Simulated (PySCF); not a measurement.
## Electron correlation in Zn⁺ (zinc, charge +1)

[Ar] 3d10 4d1, 2D determinant (an excited configuration). Computed with PySCF 2.14 in aug-cc-pVDZ-DK, with the spin-free X2C one-electron Hamiltonian (Gaussian nucleus). Frozen: [Ar]; 11 electrons correlated.

MP2 pair energies summed by pair of shells (mhartree):

| pair | energy | share (%) |
| --- | --- | --- |
| 3d-3d | -380.77 | 98.7 |
| 3d-4d | -5.02 | 1.3 |

Total MP2 correlation energy: -385.79 mhartree.

Same-spin part -145.59 and opposite-spin part -240.19 mhartree; SCS-MP2 scales them by 1/3 and 6/5 to -336.76 mhartree.
